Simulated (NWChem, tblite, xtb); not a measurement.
## How methods differ on ZnSiH3O (SMILES [SiH3][O][Zn])

ZnSiH3O: 6 atoms, total charge 0, spin state doublet. SMILES: `[SiH3][O][Zn]`. Geometry: relaxed at PBE0-D4/def2-TZVP.

Each level gives the dipole moment (D). The values are calculated.

```
                              level            kind  program  value (D)   CPU time
                           GFN2-xTB  semi-empirical   tblite       2.00  under 2 s
                           GFN0-xTB  semi-empirical      xtb       5.65  under 2 s
                           GFN1-xTB  semi-empirical      xtb       3.86  under 2 s
                          IPEA1-xTB  semi-empirical   tblite       3.69  under 2 s
                          UHF/3-21G    Hartree–Fock   NWChem       2.63      5.7 s
                       UHF/def2-SVP    Hartree–Fock   NWChem       3.56       16 s
UB3LYP/6-31G* (spherical functions)   global hybrid   NWChem       2.50       49 s
                     UPBE0/def2-SVP   global hybrid   NWChem       3.17       32 s
UB3LYP/6-31G* (Cartesian functions)   global hybrid   NWChem       2.49       51 s
```

The values span 2.00 to 5.65 D. Magnitudes only. Sets without polarisation functions give poor dipoles. CPU times are rough (shared hosts, several kinds of processor): they show what a rung costs within a factor of a few.
